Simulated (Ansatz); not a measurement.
C$_{6}$H$_{14}$Cl$_{2}$Ge, SMILES `C[CH](C)[Ge]([Cl])([Cl])[CH](C)C`. The species carries charge 0 and has multiplicity 1. Correlated methods include outer-core shells of Ge, which these sets cover unevenly. Scalar relativity is left out up to krypton.

Cartesian coordinates in Å:
```
C -0.441 -2.826 -0.620
C -0.692 -1.351 -0.348
C -1.167 -0.611 -1.592
Ge 0.904 -0.496 0.405
Cl 2.529 -0.783 -1.000
Cl 1.438 -1.599 2.193
C 0.856 1.396 0.920
C 0.895 2.331 -0.279
C -0.346 1.649 1.821
H -0.122 -3.359 0.277
H 0.331 -2.959 -1.383
H -1.356 -3.301 -0.988
H -1.444 -1.254 0.444
H -1.432 0.428 -1.384
H -2.055 -1.100 -2.004
H -0.400 -0.614 -2.371
H 1.774 1.523 1.504
H 1.754 2.135 -0.923
H 0.958 3.370 0.059
H -0.008 2.245 -0.890
H -1.288 1.511 1.280
H -0.355 0.986 2.690
H -0.334 2.679 2.189
```

(1) Give the diagnostics of a CCSD(T)/def2-TZVPP run (frozen core, the Gaussian-basis code of Ansatz). (An estimate is asked.)

## Answers

(1) Computed: T1 = 0.0094, largest single amplitude 0.010, largest double 0.010, (T) share of the correlation energy 4.0 %, 8 CCSD cycles. The RHF solution is stable towards an unrestricted one. T1 lies under the customary mark of 0.02 for closed shells.
